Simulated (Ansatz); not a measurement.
Ansatz (an electronic-structure program) input:

Ansatz 0.2 input:
```yaml
crystal:
  periodic: [false, false, false]
  atoms:
    - {symbol: Si, position_ang: [-0.08580884, 0.23396925, -1.32403467]}
    - {symbol: N, position_ang: [-1.14405720, 0.91795338, -0.15467299]}
    - {symbol: Si, position_ang: [-2.05598310, 0.08121675, 1.05869811]}
    - {symbol: O, position_ang: [1.39962150, -0.12860299, -0.71569562]}
    - {symbol: Si, position_ang: [2.16778978, -0.76934918, 0.58648782]}
    - {symbol: H, position_ang: [-0.68443685, -1.02164351, -1.81851511]}
    - {symbol: H, position_ang: [0.12574184, 1.21991279, -2.40115838]}
    - {symbol: H, position_ang: [-1.13811888, 1.92736753, -0.09620974]}
    - {symbol: H, position_ang: [-3.51557363, 0.29497365, 0.90721824]}
    - {symbol: H, position_ang: [-1.74953721, -1.35763209, 0.89734901]}
    - {symbol: H, position_ang: [-1.67543455, 0.51953140, 2.42293160]}
    - {symbol: H, position_ang: [1.50286862, -0.31293914, 1.84180587]}
    - {symbol: H, position_ang: [3.58194959, -0.30813616, 0.55873681]}
basis:
  gaussian:
    orbitals: cc-pVTZ
magnetization: {spin_polarized: true, initial_magnetization: 1}
correlation: {method: ccsd_t, electrons: outside_noble_gas}
```

Question: Which total energy does the run end on?

Answer: -1001.85567 Eh (CCSD(T)/cc-pVTZ). The basis has 274 functions.

It need not be the lowest isomer of its formula.
